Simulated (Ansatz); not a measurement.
Nudged elastic band run: CH₅Sb

The input (input.yaml):

```yaml
crystal:
  periodic: [false, false, false]
  atoms:
    - { symbol: C, position_ang: [-0.612212, -0.480257, -0.405926] }
    - { symbol: Sb, position_ang: [0.674764, 0.181109, 1.220811] }
    - { symbol: H, position_ang: [-0.442402, -1.552084, -0.578399] }
    - { symbol: H, position_ang: [-1.660081, -0.332324, -0.110136] }
    - { symbol: H, position_ang: [-0.407658, 0.078041, -1.327799] }
    - { symbol: H, position_ang: [0.414452, 1.849948, 0.903686] }
    - { symbol: H, position_ang: [2.094235, 0.187467, 0.252064] }
basis:
  gaussian: { orbitals: def2-SVP }
hamiltonian:
  xc: pbe0
neb:
  order_check: false
  images: 2
  f_tol: 0.05
  max_iterations: 60
  climbing: true
  final_atoms:
    - { symbol: C, position_ang: [-0.54155367, -0.51695819, -0.46062258] }
    - { symbol: Sb, position_ang: [1.08723035, -0.0340837, 0.90052951] }
    - { symbol: H, position_ang: [-1.29477218, -1.10365203, 0.08348581] }
    - { symbol: H, position_ang: [-1.00423733, 0.39165657, -0.86505164] }
    - { symbol: H, position_ang: [-0.145377, -1.12668531, -1.28445134] }
    - { symbol: H, position_ang: [0.19242205, 1.17671158, 1.72825211] }
    - { symbol: H, position_ang: [1.76738577, 1.14491109, -0.14784086] }
  initial_path:
    images:
      - { positions_ang: [[-0.612212, -0.480257, -0.405926], [0.674764, 0.181109, 1.220811], [-0.442402, -1.552084, -0.578399], [-1.660081, -0.332324, -0.110136], [-0.407658, 0.078041, -1.327799], [0.414452, 1.849948, 0.903686], [2.094235, 0.187467, 0.252064]] }
      - { positions_ang: [[-0.56243037, -0.52870549, -0.38913188], [0.80241394, 0.0694738, 1.15775803], [-0.78901299, -1.52776317, -0.36613744], [-1.44381803, 0.01581728, -0.28891632], [-0.18045374, -0.28065041, -1.38983259], [0.21128615, 1.68588258, 1.21499719], [2.02311304, 0.49784541, 0.015564]] }
      - { positions_ang: [[-0.5388776, -0.54093922, -0.40736407], [0.93990272, -0.0022571, 1.05099753], [-1.07313638, -1.37828585, -0.14550917], [-1.22520347, 0.25714413, -0.54055486], [-0.09302674, -0.68222584, -1.37538337], [0.13727617, 1.46147044, 1.48985257], [1.9141633, 0.81699344, -0.11773762]] }
      - { positions_ang: [[-0.54155367, -0.51695819, -0.46062258], [1.08723035, -0.0340837, 0.90052951], [-1.29477218, -1.10365203, 0.08348581], [-1.00423733, 0.39165657, -0.86505164], [-0.145377, -1.12668531, -1.28445134], [0.19242205, 1.17671158, 1.72825211], [1.76738577, 1.14491109, -0.14784086]] }
```

Launched with:

```bash
$ ansatz run input.yaml --threads 1 --pin off --max-ram 2048MiB --backend cpu --events-out ev --progress --plain --runs-dir out
```

Output, in part (warnings, iteration lines, the closing report on the highest movable image, with atoms numbered from 0):

```
NEB end point (image 0): max|allowed force component| = 3.797e-3 eV/Å (the criterion of neb.relax_end_points is 1.000e-2)
NEB end point (image 3): max|allowed force component| = 7.032e-3 eV/Å (the criterion of neb.relax_end_points is 1.000e-2)
NEB iter   1: max|band force component| = 3.067e0 eV/Å  barrier→ = 0.2312 eV  barrier← = 0.2312 eV  Δτ_max = 0.1481 Å  (94 SCF iters)
NEB iter   2: max|band force component| = 7.688e-1 eV/Å  barrier→ = 0.0611 eV  barrier← = 0.0611 eV  Δτ_max = 0.0943 Å  (54 SCF iters)
NEB iter   3: max|band force component| = 3.485e-1 eV/Å  barrier→ = 0.0549 eV  barrier← = 0.0549 eV  CI = image 1  Δτ_max = 0.0577 Å  (55 SCF iters)
NEB iter   4: max|band force component| = 7.512e-2 eV/Å  barrier→ = 0.0335 eV  barrier← = 0.0336 eV  CI = image 1  Δτ_max = 0.0638 Å  (52 SCF iters)
NEB iter   5: max|band force component| = 3.985e-2 eV/Å  barrier→ = 0.0372 eV  barrier← = 0.0372 eV  CI = image 1  Δτ_max = 0.0000 Å  (103 SCF iters)
Total energy: -7653.40032878 eV, -281.2572744216 hartree
Atom 0 at    -0.580492    -0.519563    -0.427349 Å, force     0.038480     0.039937    -0.008023 eV/Å
Atom 1 at     0.848964     0.047284     1.125008 Å, force    -0.009072     0.017811     0.019624 eV/Å
Atom 2 at    -0.848839    -1.575773    -0.297374 Å, force    -0.009301    -0.016961    -0.012409 eV/Å
Atom 3 at    -1.482359     0.099588    -0.335871 Å, force    -0.014002    -0.021328     0.005557 eV/Å
Atom 4 at    -0.140819    -0.371458    -1.421958 Å, force    -0.017668    -0.004858     0.001462 eV/Å
Atom 5 at     0.226063     1.640272     1.290014 Å, force     0.006974    -0.002637    -0.002369 eV/Å
Atom 6 at     2.038579     0.611549     0.021830 Å, force     0.004589    -0.011964    -0.003843 eV/Å
Dipole moment:    -0.098326    -0.067065    -0.086448 e Å
```

The run converged. Another band between the same ends (5 images) ends at a top of the same energy, where a vibrational analysis finds 1 clearly imaginary mode. So few images can step over the top or miss a turn of the path.

Final band (atoms are numbered from 1 in the order of the input):

```
image  path coordinate (Å)  energy (kcal/mol)  dihedral H4–C1–Sb2–H7 (°)
    0                 0.00                0.0                       -166
    1                 1.15                0.9                       -116
    2                 1.97                0.6                        -80
    3                 2.80                0.0                        -46
```

Time of the run: 30 s on 1 CPU thread of a shared host.
